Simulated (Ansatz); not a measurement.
`OB(Br)Br` + H₂ → `BrBBr` + H₂O at 298.15 K and 1 bar (hydrogenolysis of a B–O bond).

Gas-phase electronic energies from Ansatz, PBE0-D4/def2-TZVP geometries. CBS: MP2 limit from def2 TZ/QZ plus the TZ coupled-cluster correction, frozen cores. This one scheme is used for every species. For Br outer-core shells are correlated without core-valence functions, which leaves a few kJ/mol of doubt a bond. Scalar relativity is left out up to krypton. Each species was taken in one conformer, which may not be the lowest.

| species | CCSD(T)/CBS energy (Eh) | H − E (kJ/mol) | S (J/(mol·K)) |
| --- | --- | --- | --- |
| `OB(Br)Br` | -5247.33602 | 68.8 | 319.1 |
| H₂ | -1.17544 | 35.1 | 130.4 |
| `BrBBr` | -5172.09209 | 48.7 | 291.0 |
| H₂O | -76.37941 | 66.4 | 188.7 |

H − E and S are ideal-gas, rigid-rotor, harmonic terms from PBE0-D4/def2-TZVP, for one conformer and one mirror image of each species. The MP2-based limit puts H₂ 0.8 mEh under its directly extrapolated value; such offsets cancel only in part. 1 Eh = 2625.50 kJ/mol, R = 8.31446 J/(mol·K).

Q: By hand: ΔE, ΔH, ΔS and ΔG.

A: ΔE = (-5172.09209) + (-76.37941) − (-5247.33602) − (-1.17544) = 0.03996 Eh = 104.9 kJ/mol. Δ(H − E) = 48.7 + 66.4 − 68.8 − 35.1 = 11.2, so ΔH = 116.1 kJ/mol. ΔS = 291.0 + 188.7 − 319.1 − 130.4 = 30.2 J/(mol·K). ΔG = 116.1 − 298.15 × (30.2)/1000 = 107.1 kJ/mol.

Q: By hand: the equilibrium constant, and the temperature at which ΔG would vanish if ΔH and ΔS stayed fixed.

A: log₁₀ K = −ΔG/(RT ln 10) = -18.8. ΔG = 0 at ΔH/ΔS = 3844 K, far beyond where these terms or the molecules hold.

ΔH outweighs TΔS. A doubt of 5 kJ/mol in ΔE shifts log₁₀ K by 0.9 here. Other conformers and mirror images would add mixing entropy, several J/(mol·K) or more a flexible species. These are equilibria of isolated gas molecules and say nothing of rates. Largest T1 diagnostic: 0.010 (customary marks: 0.02 for closed shells, 0.045 for open ones).
